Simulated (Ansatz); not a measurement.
Job for Ansatz (an electronic-structure program): U-PBE/cc-pVTZ on Br2, a point of a bond scan (R = 2.547 Å).

Ansatz 0.2 input:
```yaml
crystal:
  periodic: [false, false, false]
  atoms:
    - {symbol: Br, position_ang: [-0.00000000, -0.00000000, -1.15786913]}
    - {symbol: Br, position_ang: [0.00000000, 0.00000000, 1.38944296]}
basis:
  gaussian:
    orbitals: cc-pVTZ
hamiltonian:
  xc: {name: PBE}
magnetization: {spin_polarized: true, initial_magnetization: 0}
```

It printed:

```
WARN ansatz: RAYON_NUM_THREADS=2 ignored (pool sized by the plan → 2); use --threads N
Functional definition: PBE
integrals: 0.03 GiB planned
748 factors; their error is unknown
mean field: 0.27 GiB planned
mean field evaluation 1: about -140073.5755 eV, gradient 8.3e0 eV
mean field evaluation 2: about -140073.7119 eV, gradient 3.8e0 eV
mean field evaluation 4: about -140073.7331 eV, gradient 1.3e-1 eV
mean field evaluation 8: about -140073.7268 eV, gradient 5.8e-3 eV
mean field evaluation 16: about -140073.7268 eV, gradient 6.6e-6 eV
mean field -140073.72682826 eV, -5147.6145155565 hartree, gradient 6.5e-6 eV, S^2 0.000000; 1 other end points of the search recorded, 0 dependent functions left out
reference -140073.72685476 eV, -5147.6145165304 hartree; 35, 35 occupied and 51, 51 virtual orbitals, 748 factors
Total energy: -140073.72685476 eV, -5147.6145165304 hartree
```

Self-consistency was reached.

Cost: around 2.5 core-seconds (rough).
